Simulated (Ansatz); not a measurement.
Cost and result for the atomization energy of `CO[SiH](F)O[SiH3]` (13 atoms, 12 bonds).

```
atom   x (Å)   y (Å)   z (Å)
  C1  -0.960  -1.865   1.202
  O2  -0.212  -0.892   0.504
 Si3  -0.757   0.014  -0.725
  F4  -2.055   0.808  -0.259
  O5   0.400   1.058  -1.121
 Si6   1.745   1.835  -0.584
  H7  -1.360  -2.626   0.523
  H8  -0.297  -2.353   1.916
  H9  -1.790  -1.407   1.748
 H10  -1.151  -0.789  -1.894
 H11   2.054   2.914  -1.553
 H12   2.881   0.883  -0.515
 H13   1.502   2.419   0.759
```

The species carries charge 0 and has multiplicity 1. Geometry: relaxed with PBE0-D4/def2-TZVP. It is one conformer, not always the lowest. Program: Ansatz. All runs use 2 threads of an AMD EPYC 7R13 on a shared host and a share of an NVIDIA H100 80 GB. Times are those of one run each, without the atoms' runs, and a repeat can differ threefold. Electronic energies, without spin–orbit coupling; frozen cores. CCSD(T)/CBS adds CCSD(T) − MP2 in def2-TZVPP to the MP2 limit, and its time is that of the two runs behind it. T1 = 0.011. B3LYP takes the VWN-RPA correlation (the form of Gaussian; ORCA's B3LYP/G).

CCSD(T)/CBS is a level of theory with its own doubt, some kJ/mol a heavy atom from the limit and from the frozen cores, so smaller differences don't rank the functionals.

```
                             level  functions  wall time  atomization (kcal/mol)  difference from CCSD(T)/CBS  per bond
   PBE-D4/def2-TZVPP (with forces)        306        4 s                  1189.7                         -3.9      -0.3
                 B2PLYP/def2-TZVPP        306      5.5 s                  1175.5                        -18.1      -1.5
                ωB97X-V/def2-TZVPP        306        6 s                  1192.2                         -1.4      -0.1
r2SCAN-D4/def2-TZVPP (with forces)        306        7 s                  1187.6                         -6.0      -0.5
                    MP2/def2-QZVPP        578      7.5 s                  1203.0                          9.4       0.8
                PBE0-D4/def2-TZVPP        306        8 s                  1172.3                        -21.3      -1.8
 B3LYP-D4/def2-TZVPP (with forces)        306      8.5 s                  1183.8                         -9.8      -0.8
  ωB97M-V/def2-TZVPP (with forces)        306       10 s                  1190.3                         -3.3      -0.3
                CCSD(T)/def2-TZVPP        306       14 s                  1160.4                        -33.2      -2.8
                 CCSD(T)/CBS(def2)          –       21 s                  1193.6                          0.0       0.0
```

The D4 term adds +10.5 kcal/mol with B3LYP and +5.6 kcal/mol with PBE0; it sums over pairs of atoms, weighted by their polarisabilities, and B3LYP, whose exchange is more repulsive, gets the larger term. In def2-TZVPP, CCSD(T) changes the Hartree–Fock value by +273.5 kcal/mol (the triples alone add +14.1 kcal/mol) and MP2 by +295.8 kcal/mol; breaking electron pairs costs correlation energy, which Hartree–Fock lacks. From PBE to PBE0 (25 % exact exchange), in def2-TZVPP and without D4, the atomization energy moves by −16.5 kcal/mol: exact exchange takes away binding that semilocal exchange gives to molecules.
